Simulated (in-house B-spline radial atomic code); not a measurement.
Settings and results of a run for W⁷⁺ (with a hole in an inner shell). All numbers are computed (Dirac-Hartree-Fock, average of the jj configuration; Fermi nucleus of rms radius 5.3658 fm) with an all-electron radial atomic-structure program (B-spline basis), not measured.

In the input, a minus or plus after the letter marks the j = l - 1/2 or j = l + 1/2 subshell.

Command:
```bash
python run_scf.py task.json out
```
Settings (nuclear radius in fm, mass in u):
```
Z                74
configuration    1s2 2s2 2p6 3s2 3p6 3d-3 3d+6 4s2 4p6 4d10 4f14 5s2 5p6
hamiltonian      dirac
method           hf
spin_polarised   False
nucleus          fermi
rms_radius       5.3658
atomic_mass      183.95093
speed_of_light   137.035999084
```

Output (hartree, bohr):
```
 radial grid: 67 intervals, B-splines of order 8, outer radius 18.8312 bohr

 iter        energy (Eh)    residual
    1      -16052.803193    8.47e-01
    2      -16062.328002    1.08e+00
    3      -16076.590874    1.36e-01
    4      -16076.867171    4.85e-02
    5      -16076.886371    5.69e-03
    6      -16076.886845    4.35e-03
    7      -16076.887047    4.14e-04
    8      -16076.887050    1.81e-04
    9      -16076.887050    3.89e-06
   10      -16076.887050    1.68e-07

 total energy                    -16076.88705
 kinetic                           18109.0292
 electron-nucleus                 -39875.4238
 electron-electron                  5689.5075

 first-order corrections (not in the total)
   Gaunt                            19.0927
   retardation                      -2.0229
   frequency dependence             -0.3352
   self-energy                      14.0192
   Uehling                          -2.6302
   Wichmann-Kroll                    0.1044
   recoil                            0.0298

 orbital      occ     eigenvalue          <r>       <r^2>       <1/r>     <1/r^3>     <1/r^2>       r_max    small
 1s1/2      2.000     -2577.8716    0.0183461 0.000463018     87.0362           -     18193.3     0.01146  7.79e-02
 2s1/2      2.000      -455.2708    0.0768517  0.00704577     21.2089           -     2478.67     0.06581  1.77e-02
 2p1/2      2.000      -434.6319    0.0636724  0.00504384      21.132           -     779.903     0.04901  1.77e-02
 2p3/2      4.000      -384.9576    0.0715992  0.00624081     17.7683     16303.5     431.069     0.05581  1.60e-02
 3s1/2      2.000      -110.8980     0.199313   0.0455647     7.83271           -     562.385      0.1847  5.89e-03
 3p1/2      2.000      -101.6243     0.189612   0.0419078     7.72868           -     179.601      0.1731  5.81e-03
 3p3/2      4.000       -90.8529     0.203918   0.0482779     6.87066      3748.7     101.287      0.1868  5.34e-03
 3d3/2      3.000       -75.9680     0.179643    0.038018     6.71882     640.503     56.5816      0.1467  5.16e-03
 3d5/2      6.000       -73.6423     0.182887   0.0391404     6.54367     550.731     52.8461      0.1502  5.06e-03
 4s1/2      2.000       -27.1874     0.445953    0.224531     3.28332           -     138.716      0.4183  1.93e-03
 4p1/2      2.000       -23.3479     0.451122    0.231638     3.17291           -     43.6179      0.4183  1.84e-03
 4p3/2      4.000       -20.7458     0.481682    0.263829     2.88697     871.456     24.8869      0.4461  1.67e-03
 4d3/2      4.000       -14.4079     0.496427    0.286005     2.69728     137.725     13.2896      0.4435  1.51e-03
 4d5/2      6.000       -13.9559     0.507308    0.297765     2.60428     111.152     11.9965      0.4512  1.43e-03
 4f5/2      6.000        -5.8821     0.560461    0.382673     2.20609     21.7146     6.11325      0.4165  1.07e-03
 4f7/2      8.000        -5.8278     0.564803    0.388615     2.18827     21.0526     6.00654      0.4193  1.06e-03
 5s1/2      2.000        -7.0379      1.03284     1.19069     1.29826           -     25.7757      0.9484  4.47e-04
 5p1/2      2.000        -5.6928      1.10695     1.37297     1.19847           -     7.62472       1.005  3.92e-04
 5p3/2      4.000        -5.2472       1.1801     1.55798     1.10602     140.229     4.42789       1.073  3.49e-04
```

Cost of the run: 0.84 s on 1 thread of Intel(R) Xeon(R) 6975P-C (shared host).

For the Dirac Hamiltonian the kinetic term is c α·p + (β - 1)c².
